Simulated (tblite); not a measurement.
C3H9FO2Si3.
SMILES with atom numbers: `[O:1]=[CH:2][SiH2:3]/[C:4]([F:5])=[CH:6]\[SiH2:7][O:8][SiH3:9]` (hydrogens: H10 on C2; H11, H12 on Si3; H13 on C6; H14, H15 on Si7; H16, H17, H18 on Si9)

The geometry is computed with GFN2-xTB (gas phase).

Problem. List the bond lengths, angles and torsions at this level.

Solution. 
```tsv
bond	length (Å)	order
O1=C2	1.204	double
C2–Si3	1.922	single
Si3–C4	1.898	single
C4–F5	1.370	single
C4=C6	1.326	double
C6–Si7	1.875	single
Si7–O8	1.616	single
O8–Si9	1.645	single
C2–H10	1.114	single
Si3–H11	1.471	single
Si3–H12	1.456	single
C6–H13	1.083	single
Si7–H14, Si7–H15	1.465	single
Si9–H16	1.469	single
Si9–H17, Si9–H18	1.454	single
```

Bonds in one row agree within 0.01 Å and their mean is given. Orders are formal, as drawn. A selection of angles:
```tsv
angle	degrees
O1–C2–Si3	126.7
C2–Si3–C4	107.1
Si3–C4–F5	112.1
Si3–C4–C6	129.9
F5–C4–C6	118.0
C4–C6–Si7	125.0
C6–Si7–O8	105.4
Si7–O8–Si9	142.2
```

Dihedral angles: O1–C2–Si3–C4 115° (anticlinal); C2–Si3–C4–F5 113° (anticlinal); Si3–C4–C6–Si7 1° (synperiplanar); C4–C6–Si7–O8 -1° (synperiplanar); C6–Si7–O8–Si9 172° (antiperiplanar). The mirror-image conformer, all signs reversed, is as good.

Si7 (oxygen-bound silicon) is distorted tetrahedral (angles from 105.4° to 111.2°). Si9 (oxygen-bound silicon) is distorted tetrahedral (angles from 104.2° to 118.3°). Si3 (SiH2 silicon) is distorted tetrahedral (angles from 103.7° to 114.5°). The 2 O–Si bonds span 1.616 Å (Si7–O8, drawn single) to 1.645 Å (O8–Si9, drawn single), a spread of 0.029 Å. The 3 C–Si bonds span 1.875 Å (C6–Si7, drawn single) to 1.922 Å (C2–Si3, drawn single), a spread of 0.047 Å. O8 (siloxane oxygen) is bent (angle 142.2°). Of the pairs four or more bonds apart, O1···Si9 is among the closest relative to their van der Waals radii: 2.78 Å, 77 % of the sum of Bondi's values.

Point group: C1 (no symmetry element, even within 0.4 Å). Its GFN2-xTB frequencies are all real (lowest 26 cm⁻¹). The numbers are those of one conformer. 3 starts were optimised and ended at 0.00, 2.69 and 3.17 kcal/mol (GFN2-xTB); the lowest of these is shown.
